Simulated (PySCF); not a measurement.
**Name the molecule from its bond curve**

A diatomic of charge 0 contains La. Its quartet curve at PBE0 in a triple-zeta basis (spin-free X2C with a Gaussian nucleus, PySCF), in eV from the separated fragments:

```
R (Å)  E (eV)
2.221  -1.754
2.325  -2.314
2.428  -2.628
2.506  -2.741
2.583  -2.773
2.660  -2.741
2.764  -2.625
2.893  -2.398
3.048  -2.059
3.255  -1.565
```

The fit gives ωe = 352 cm⁻¹ and the rotational constant Bₑ = 0.1088 cm⁻¹.

Problem. Which atom is the partner?

Solution. The minimum lies at 2.580 Å, so the reduced mass is 16.8576 u Å² cm⁻¹/(Bₑ·Re²) = 23.28 u. With La at 138.91 u the partner weighs about 28.0 u: Si. The molecule is LaSi.

Spin–orbit coupling is left out. The state is the lowest single determinant that the PBE0 search found; with open d or f shells the true ground state can be another one.
